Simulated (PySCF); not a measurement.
Species: 3-tert-butylfuran, C8H12O.
Structure used (PBE0-D3(BJ)/def2-SVP), in Å, numbered top down from 1:
```
atom  x, y, z in Å
C1    -1.597   -0.851   -0.835
C2    -0.804    0.122    0.047
C3    -0.939    1.545   -0.511
C4    -1.363    0.084    1.470
C5     0.652   -0.279    0.042
C6     1.519   -0.363   -1.103
C7     2.733   -0.765   -0.636
O8     2.690   -0.937    0.698
C9     1.434   -0.642    1.102
H10   -2.664   -0.576   -0.854
H11   -1.513   -1.881   -0.458
H12   -1.229   -0.841   -1.873
H13   -0.556    1.610   -1.541
H14   -0.374    2.263    0.103
H15   -1.995    1.858   -0.524
H16   -2.425    0.375    1.473
H17   -1.291   -0.926    1.902
H18   -0.823    0.780    2.130
H19    1.268   -0.151   -2.140
H20    3.687   -0.964   -1.117
H21    1.244   -0.736    2.167
```

All values: PBE0/pcSseg-1 (PySCF, non-relativistic), on one gas-phase PBE0-D3(BJ)/def2-SVP geometry that isn't relaxed in the solvent. The solvent is an IEF-PCM continuum (van der Waals radii × 1.2). Specific hydrogen bonds and non-electrostatic terms are outside this model.

Gas phase at PBE0/pcSseg-1: HOMO -6.51 eV, LUMO 0.46 eV, dipole 0.87 D.

Task: What does the continuum do to the energy, the frontier levels and the dipole at PBE0/pcSseg-1 in tetrahydrofuran and dichloromethane?

Result: 
```tsv
solvent	ε	E(solvent) − E(gas) (kJ/mol)	polarisation term (kJ/mol)	distortion of the solute (kJ/mol)	HOMO (eV)	LUMO (eV)	dipole (D)
tetrahydrofuran	7.426	-11.58	-12.54	0.96	-6.55	0.42	1.14
dichloromethane	8.93	-12.09	-13.14	1.05	-6.55	0.41	1.15
```

The first energy column is the sum of the next two and covers electrostatics alone. From tetrahydrofuran to dichloromethane the lowering changes by a factor 1.04, Onsager's factor (ε − 1)/(2ε + 1) by 1.04 and ε itself by 1.2.

Task: Give the dipole vector in the frame of the coordinates (D, pointing from negative to positive charge), gas and dichloromethane.

Result: Gas (-0.73, 0.26, -0.41), solvent (-0.96, 0.34, -0.53). Its length changes by +32 % and its direction by less than 1°.

Task: Which Hirshfeld charges (PBE0/pcSseg-1) respond most in dichloromethane (means over atoms taken as equivalent)?

Result: 
| atoms | environment | gas (e) | solvent (e) | change |
| --- | --- | --- | --- | --- |
| O8 | furan-type oxygen | -0.072 | -0.083 | -0.011 |
| H19 | aromatic hydrogen | +0.054 | +0.061 | +0.007 |
| H20 | aromatic hydrogen | +0.063 | +0.070 | +0.007 |
| H21 | aromatic hydrogen | +0.059 | +0.065 | +0.006 |
| C7 | aromatic CH next to a ring oxygen | +0.002 | -0.003 | -0.005 |
| C9 | aromatic CH next to a ring oxygen | -0.004 | -0.009 | -0.005 |
| C6 | aromatic CH carbon | -0.092 | -0.095 | -0.003 |
| C5 | substituted aromatic carbon | -0.026 | -0.029 | -0.003 |

Task: How do the nuclear quadrupole coupling constants eQVzz/h respond in dichloromethane?

Result: 
| nucleus | Q (barn) | gas (MHz) | solvent (MHz) | η gas | η solvent |
| --- | --- | --- | --- | --- | --- |
| 17O at O8 | -0.0256 | -8.68 | -8.58 | 0.03 | 0.04 |
